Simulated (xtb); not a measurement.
C₃HClF₂, SMILES FC=C=C(F)Cl. All values are semi-empirical tight-binding results from xtb (GFN2-xTB unless named), good for trends rather than for accurate numbers. Coordinates come from a GFN2-xTB optimisation. The structure was generated by enumeration; whether it is a known compound was not checked.

- orbital gap: 4.46 eV
- dipole moment: 1.95 D
- zero-point energy: 19.2 kcal/mol
- G − E(el) at 298.15 K (modified RRHO): -0.3 kcal/mol
- static polarisability (D4 model): 50.6 bohr³
- solvation energy, GFN2-xTB/ALPB(water): -1.3 kcal/mol
- solvation energy, GFN2-xTB/ALPB(chcl3): -3.9 kcal/mol
